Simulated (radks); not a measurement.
Results of a calculation; reference values are marked as such.
Ionisation of Fe3+, [Ar] 3d5, to Fe4+, [Ar] 3d4, under several functionals. Scalar-relativistic Kohn-Sham, spin-polarised, spherical densities, finite nucleus; open shells are filled with parallel spins first; a radial shooting solver on a logarithmic mesh with Libxc functionals.

functional,E(Fe3+) (hartree),Exc (hartree),IE (eV),-e(HOMO) (eV),<r> HOMO (bohr),IE error (eV)
PW91,-1270.85848,-55.19991,55.166,45.283,0.9768,+0.256
exchange-only r2SCAN,-1269.79189,-54.11338,54.559,44.757,0.9739,-0.351
RPBE,-1270.73668,-55.07767,54.989,45.106,0.9767,+0.079
Wu-Cohen GGA,-1270.11942,-54.44819,55.083,45.206,0.9763,+0.173
BP86,-1270.94560,-55.29029,55.052,45.173,0.9753,+0.142
exchange-only B88,-1269.78287,-54.09935,54.032,44.213,0.9811,-0.878
revPBE,-1270.68345,-55.02389,54.986,45.104,0.9764,+0.076
BLYP,-1270.83563,-55.16980,54.887,44.986,0.9777,-0.023
MS2 meta-GGA,-1270.69661,-55.03299,55.032,45.187,0.9764,+0.122
XLYP,-1271.06750,-55.40519,54.926,45.024,0.9781,+0.016
OLYP,-1271.08614,-55.48537,55.379,45.412,0.9687,+0.469

NIST Atomic Spectra Database: 54.91 eV (measured). Closest: XLYP. The Delta-SCF values span 1.35 eV, the total energies 1.30 hartree. The highest occupied level is 3d. Open shells are spherical and high-spin; term and fine-structure splittings are not resolved.
